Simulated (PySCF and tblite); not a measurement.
Values are calculated unless marked as measured or tabulated.
2 diastereomers of C3H5FO2Si2, numbered alike:

```tsv
isomer	SMILES	descriptors (one enantiomer)
A	[CH:1]#[C:2][Si@H:3]1[CH2:4][O:5][Si@H:6]([F:7])[O:8]1	3S, 6S
B	[CH:1]#[C:2][Si@@H:3]1[CH2:4][O:5][Si@H:6]([F:7])[O:8]1	3R, 6S
```

Protocol: conformer search, at most 6 conformers an isomer, GFN2-xTB geometries, energies CAM-B3LYP/pcSseg-1 (IEF-PCM, methanol) (D3(BJ) added where defined), GIAO shieldings CAM-B3LYP/pcSseg-1 (IEF-PCM, methanol), weights at 298.15 K with GFN2-xTB thermal terms. Programs: PySCF with density fitting and tblite.

Q: What shifts does each isomer give (ppm; of two unlike H on one atom, a is the less shielded)?

A: 
A: ¹H (against TMS): 4.39 (H4a, 1H), 4.25 (H4b, 1H), 2.50 (H1, 1H). ¹³C (against TMS): 108.6 (C1), 90.1 (C2), 60.6 (C4). ²⁹Si (against TMS): -33.4 (Si3), -45.0 (Si6).

B: ¹H (against TMS): 4.31 (H4a, 1H), 4.30 (H4b, 1H), 2.51 (H1, 1H). ¹³C (against TMS): 108.6 (C1), 89.9 (C2), 60.3 (C4). ²⁹Si (against TMS): -33.2 (Si3), -45.0 (Si6). H not on carbon is left out.

Unscaled ²⁹Si shifts at such levels can be off by tens of ppm; differences between conformers or isomers are more reliable. Shifts are unscaled: against experiment ¹³C can be off by 15 ppm or more and ¹H by 0.8 ppm. GFN2-xTB leaves a saturated small ring flat here that puckers in reality.
